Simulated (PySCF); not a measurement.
Which determinant of TlSe lies lowest?

Unrestricted PBE0; basis Tl def2-SVP with ECP60, Se def2-SVP; scalar-relativistic core potentials; PySCF 2.14. Outer shells of the fragments: Tl 5d10 6s2 6p1; Se 3d10 4s2 4p4.

Followed along the bond (rough minima from three points):

```csv
2Ms+1,unpaired,⟨S²⟩ at the start,R at minimum (Å),Te (eV)
2,π ↑,0.75,2.74,0.00
2,σ ↑,0.76,2.53,0.24
4,"σ ↑, π ↑↑",3.76,none in the scan,≤ 2.75
```

Solutions found at the starting distance of 2.545 Å, counted from the lowest of them; the search is not exhaustive and high or unbound solutions are not listed, so other states can lie among these:

| 2Ms+1 | unpaired | term | E (eV) | ⟨S²⟩ | ⟨Lz²⟩ | μ (D) |
| --- | --- | --- | --- | --- | --- | --- |
| 2 | π ↑ | ²Π | 0.00 | 0.75 | 1.01 | -2.36 |
| 2 | σ ↑ | ²Σ⁺ | 0.10 | 0.76 | 0.00 | -4.14 |
| 4 | σ ↑, π ↑↑ | mixed | 2.89 | 3.76 | 2.01 | 0.36 |
| 4 | σ ↑, π ↑↑ | mixed | 3.07 | 3.76 | 2.01 | 0.31 |
| 2 | σ ↑, π ↑↓ | mixed | 3.30 | 1.76 | 2.01 | 0.50 |
| 2 | σ ↓, π ↑↑ | mixed | 3.36 | 1.76 | 2.01 | 0.48 |
| 4 | π ↑↑↑ | ⁴Π | 3.71 | 3.76 | 1.00 | 3.47 |
| 4 | σ ↑↑, π ↑ | ⁴Π | 4.85 | 3.75 | 1.01 | 1.84 |
| 4 | σ ↑, π ↑↑ | ⁴Σ⁻ | 5.58 | 3.75 | 0.00 | 4.47 |

A term symbol is given only where ⟨S²⟩ and ⟨Lz²⟩ are close to those of a pure state; real π, δ and φ orbitals otherwise mix terms. A positive dipole means Tl(−)Se(+).

**Question.** Compare the gap between the two lowest followed solutions at the starting distance with the gap between their minima.

**Answer.** At PBE0 the second solution (doublet, unpaired electrons σ ↑) lies +0.10 eV from the first (doublet, unpaired electrons π ↑) at 2.545 Å and +0.24 eV at the minima; the two curves relax by different amounts, since their minima lie near 2.53 and 2.74 Å.

These are scalar-relativistic numbers at best; spin–orbit coupling would shift them, the dissociation energy most. Counting both spins, an empty level lies below a filled one in some of these solutions, because spin and occupation are held.
